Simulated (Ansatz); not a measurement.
CFNSi, SMILES `N#C[Si]F` (excited triplet) (charge 0, multiplicity 3). This triplet is an excited state, 2.01 eV above the relaxed singlet at the level B3LYP/cc-pVTZ // PBE0-D3(BJ)/def2-TZVP (Ansatz, an electronic-structure program).

Cartesian coordinates (Å):
```xyz
4

N     -1.9787    -0.1074     0.1785
C     -0.8483     0.1106     0.0329
Si     0.8672     0.5657    -0.2225
F      1.9598    -0.5690     0.0111
```
Charge 0, spin multiplicity 3.

Frozen-core energies in 6-31g from Ansatz at a geometry from PBE0-D3(BJ)/def2-TZVP; the HF reference has <S^2> = 2.18 and the T1 diagnostic is 0.039.

```csv
level,energy (Ha),difference from CCSDT(Q) (mHa)
HF,-480.52618,366.19
MP2,-480.86074,31.62
CCSD,-480.87989,12.48
CCSD(T),-480.88963,2.73
CCSDT,-480.89040,1.97
CCSDT(Q),-480.89236,0.00
```
